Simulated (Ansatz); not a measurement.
C₂H₁₀BNSi, SMILES `CBNC[SiH3]`. Total charge 0; spin multiplicity 1.

```xyz
15

C    -0.846    2.199    1.253
B     0.198    1.270    0.541
N    -0.191    0.304   -0.382
C     0.667   -0.635   -1.079
Si    0.325   -2.422   -0.568
H    -0.782    2.082    2.340
H    -1.884    2.018    0.957
H    -0.620    3.252    1.056
H     1.376    1.360    0.768
H    -1.173    0.191   -0.588
H     0.565   -0.532   -2.166
H     1.706   -0.391   -0.842
H     0.644   -2.608    0.872
H    -1.119   -2.721   -0.778
H     1.134   -3.368   -1.384
```

Task: Give the diagnostics of a CCSD(T)/def2-TZVPP run (frozen core, the Gaussian-basis code of Ansatz). (Best estimate.)

Result: Computed: T1 = 0.0120, largest single amplitude 0.026, largest double 0.019, (T) share of the correlation energy 3.7 %, 9 CCSD cycles. The RHF solution is stable towards an unrestricted one. T1 lies under the customary mark of 0.02 for closed shells.
